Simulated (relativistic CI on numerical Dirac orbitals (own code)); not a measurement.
## Level scheme of Ni²⁴⁺

These numbers are calculated, not measured: Dirac-Coulomb-Breit CI, separate exchange-only KLI orbitals for each configuration, model QED (radiative potential, 1s self-energy scaled to tabulated hydrogen-like ionisation energies), unscaled Slater integrals (own radial code, finite nucleus).

Configuration list (outside the closed core 1s2): 2s2, 2s 2p, 2p2, 2p 3s, 2p 3p, 2s 3s, 2s 3p, 2s 3d, 2s 4s, 2s 4p, 2s 4d, 2s 4f, 3s2, 3s 3p, 3p2. Levels of other configurations are missing.

```
No.  Configuration  Term  J   E (eV)    %  Next component (%)  Landé g  Lifetime (s)
  1            2s2    1S  0     0.00   96            4 2p2 1S                       
  2          2s 2p   3P°  0    47.09  100                                           
  3          2s 2p   3P°  1    52.08   96               4 1P°    1.477      1.24e-08
  4          2s 2p   3P°  2    68.23  100                        1.496      3.49e-05
  5          2s 2p   1P°  1   106.72   96               4 3P°    1.014      4.08e-11
  6            2p2    3P  0   130.58   91                8 1S               7.17e-11
  7            2p2    3P  1   143.52  100                        1.497      5.41e-11
  8            2p2    3P  2   150.25   67               33 1D    1.331      6.58e-11
  9            2p2    1D  2   171.71   67               33 3P    1.160      7.12e-11
 10            2p2    1S  0   201.30   88                8 3P               2.49e-11
 11          2s 3s    3S  1  1298.35   98          2 2p 3p 3S    1.998      1.86e-13
 12          2s 3s    1S  0  1307.69   97          3 2p 3p 1S               5.01e-13
 13          2s 3p   3P°  0  1321.59   99         1 2p 3s 3P°               5.32e-11
 14          2s 3p   3P°  1  1321.71   66              32 1P°    1.327      1.59e-13
 15          2s 3p   1P°  1  1327.19   60              33 3P°    1.171      8.70e-14
 16          2s 3p   3P°  2  1327.74  100                        1.498      7.02e-11
 17          2s 3d    3D  1  1338.95   98          2 2p 3p 3D    0.498      3.04e-14
 18          2s 3d    3D  2  1339.71   98          1 2p 3p 3D    1.163      3.13e-14
 19          2s 3d    3D  3  1341.02   99          1 2p 3p 3D    1.331      3.24e-14
 20          2s 3d    1D  2  1349.62   98          2 2p 3p 1D    1.000      4.26e-14
 21          2p 3s   3P°  0  1358.04   99         1 2s 3p 3P°               3.93e-13
 22          2p 3s   3P°  1  1360.67   79              16 1P°    1.397      2.93e-13
 23          2p 3p    3D  1  1372.78   68               27 1P    0.673      1.66e-13
 24          2p 3s   3P°  2  1379.81  100                        1.497      4.03e-13
 25          2p 3p    3D  2  1383.40   79               10 1D    1.175      1.44e-13
 26          2p 3p    3P  1  1383.46   30               29 3S    1.359      1.24e-13
 27          2p 3p    3P  0  1385.32   86               13 1S               9.94e-14
 28          2p 3s   1P°  1  1385.57   76              19 3P°    1.092      2.02e-13
 29          2p 3p    3P  1  1399.23   52               36 1P    1.197      1.10e-13
 30          2p 3p    3D  3  1401.08   99          1 2s 3d 3D    1.331      1.58e-13
```

Energies count from the lowest computed level; ° marks odd parity; lifetimes are radiative, by E1, M1, E2, M2 decay to levels of this space only; some are left blank where a channel outside the calculation adds to the decay or the decay crosses a small, uncertain gap.

The mean weight of the leading LS term, summed over parents, in these 30 levels is 86 %, and that of the leading jj configuration (from the same eigenvectors) 92 %.

At this charge energies of transitions that change n are usually good to better than 1 %, and those within a shell (Δn = 0) to a few per cent.

LS names give the leading component of a level, which can be under half, so a name can repeat, a term be missing and a line seem to break the LS rules.
